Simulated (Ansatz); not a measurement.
`BC(F)[SiH3]` + H₂O → `OC(F)[SiH3]` + BH₃ at 500 K and 1 bar (formal hydrolysis of a C–B bond).

Isolated molecules relaxed with PBE0-D4/def2-TZVP in Ansatz; ΔE leaves out vibrations. CCSD(T)/CBS adds triple-zeta CCSD(T) − MP2 to the extrapolated MP2 energy (def2 sets, frozen cores). This one scheme is used for every species. Each species was taken in one conformer, which may not be the lowest.

```json
{"species": "`BC(F)[SiH3]`", "CCSD(T)/CBS energy (Eh)": "-455.28386", "H − E (kJ/mol)": "212.5", "S (J/(mol·K))": "383.6"}
{"species": "H₂O", "CCSD(T)/CBS energy (Eh)": "-76.37941", "H − E (kJ/mol)": "73.2", "S (J/(mol·K))": "206.3"}
{"species": "`OC(F)[SiH3]`", "CCSD(T)/CBS energy (Eh)": "-505.08050", "H − E (kJ/mol)": "194.4", "S (J/(mol·K))": "366.3"}
{"species": "BH₃", "CCSD(T)/CBS energy (Eh)": "-26.55200", "H − E (kJ/mol)": "86.8", "S (J/(mol·K))": "208.8"}
```

H − E and S are ideal-gas, rigid-rotor, harmonic terms from PBE0-D4/def2-TZVP, for one conformer and one mirror image of each species. 1 Eh = 2625.50 kJ/mol, R = 8.31446 J/(mol·K).

Q: By hand: ΔE, ΔH, ΔS and ΔG.

A: ΔE = (-505.08050) + (-26.55200) − (-455.28386) − (-76.37941) = 0.03077 Eh = 80.8 kJ/mol. Δ(H − E) = 194.4 + 86.8 − 212.5 − 73.2 = -4.5, so ΔH = 76.3 kJ/mol. ΔS = 366.3 + 208.8 − 383.6 − 206.3 = -14.8 J/(mol·K). ΔG = 76.3 − 500 × (-14.8)/1000 = 83.7 kJ/mol.

Q: By hand: the equilibrium constant, and the temperature at which ΔG would vanish if ΔH and ΔS stayed fixed.

A: log₁₀ K = −ΔG/(RT ln 10) = -8.7. ΔH and −TΔS have one sign here, so there is no such temperature.

The number of gas molecules stays the same, so ΔS is small and ΔH decides. A doubt of 5 kJ/mol in ΔE shifts log₁₀ K by 0.5 here. Other conformers and mirror images would add mixing entropy, several J/(mol·K) or more a flexible species. These are equilibria of isolated gas molecules and say nothing of rates. Largest T1 diagnostic: 0.013 (customary marks: 0.02 for closed shells, 0.045 for open ones).
